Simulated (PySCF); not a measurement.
**A ladder of Hamiltonians for Sr³⁶⁺ (strontium, charge +36)**

Occupied: 1s1/2. Hartree-Fock calculated with PySCF 2.14 in an uncontracted even-tempered set (19 s from 5 bohr⁻², ratio 2.3; 14 p from 6 bohr⁻², ratio 2.3), Gaussian nucleus throughout. NR is non-relativistic, sf-X2C the spin-free one-electron X2C Hamiltonian, X2C adds the bare one-electron spin-orbit term, X2C-SNSO screens it by Boettger's factors, DC is four-component Dirac-Coulomb, and the Gaunt and Breit terms are added at first order (total energies over the DC spinors, levels after relaxing the spinors in that mean field). QED terms are absent. Levels marked empty are virtual spinors of this ion.

```
Hamiltonian  E (hartree)  E − E(DC) (hartree)  CPU seconds
         NR   -1420.3427              28.1693         0.47
     sf-X2C   -1448.1551               0.3570         0.28
        X2C   -1448.1551               0.3570         0.28
   X2C-SNSO   -1448.1551               0.3570         0.28
         DC   -1448.5121               0.0000          5.3
   DC+Gaunt   -1447.7828               0.7293          9.2
   DC+Breit   -1447.7828               0.7293           83
```

```json
{"level (eV)": "1s1/2", "NR": "-19004.6", "sf-X2C": "-19368.9", "X2C": "-19368.9", "X2C-SNSO": "-19368.9", "DC": "-19378.5", "DC+Gaunt": "-19358.9", "DC+Breit": "-19358.9"}
{"level (eV)": "2s1/2 (empty)", "NR": "-4506.9", "sf-X2C": "-4614.9", "X2C": "-4614.9", "X2C-SNSO": "-4614.9", "DC": "-4615.8", "DC+Gaunt": "-4613.7", "DC+Breit": "-4614.0"}
{"level (eV)": "2p1/2 (empty)", "NR": "-4437.0", "sf-X2C": "-4482.2", "X2C": "-4541.8", "X2C-SNSO": "-4540.1", "DC": "-4539.5", "DC+Gaunt": "-4535.1", "DC+Breit": "-4535.8"}
{"level (eV)": "2p3/2 (empty)", "NR": "-4437.0", "sf-X2C": "-4482.2", "X2C": "-4454.2", "X2C-SNSO": "-4454.9", "DC": "-4455.7", "DC+Gaunt": "-4453.4", "DC+Breit": "-4454.1"}
{"level (eV)": "3s1/2 (empty)", "NR": "-1986.5", "sf-X2C": "-2024.2", "X2C": "-2024.2", "X2C-SNSO": "-2024.2", "DC": "-2024.5", "DC+Gaunt": "-2023.9", "DC+Breit": "-2024.0"}
```

```json
{"interval (eV)": "2p3/2 − 2p1/2", "X2C": "87.54", "X2C-SNSO": "85.18", "DC": "83.79", "DC+Gaunt": "81.73", "DC+Breit": "81.73"}
```

Weight of the small component: 1s1/2 0.0193, 2s1/2 0.00454, 2p1/2 0.00451, 2p3/2 0.00442, 3s1/2 0.00199.

Koopmans' value for the highest occupied level at DC+Breit: 19358.9 eV, against an ionisation energy of 19345.6 eV (theoretical estimate listed by NIST; NIST Atomic Spectra Database, ionization energies); the former lacks relaxation, correlation, QED and recoil.

The whole ladder took 100 s of wall time on 1 thread of Neoverse-N1 (shared host), launched as `OMP_NUM_THREADS=1 python relrun2.py TASK.json OUT` (a driver that calls PySCF for each Hamiltonian).

Dirac-Coulomb iterations, started from the X2C spinors:

```
with_ssss True, with_gaunt False, with_breit False
light speed = 137.03599967994
init E= -1444.88096326093
cycle= 1 E= -1448.5120626368  delta_E= -3.63  |g|= 0.404  |ddm|= 0.0205
cycle= 2 E= -1448.51207953888  delta_E= -1.69e-05  |g|= 0.00103  |ddm|= 0.000117
cycle= 3 E= -1448.51207953914  delta_E= -2.63e-10  |g|= 3.07e-06  |ddm|= 1.19e-06
```
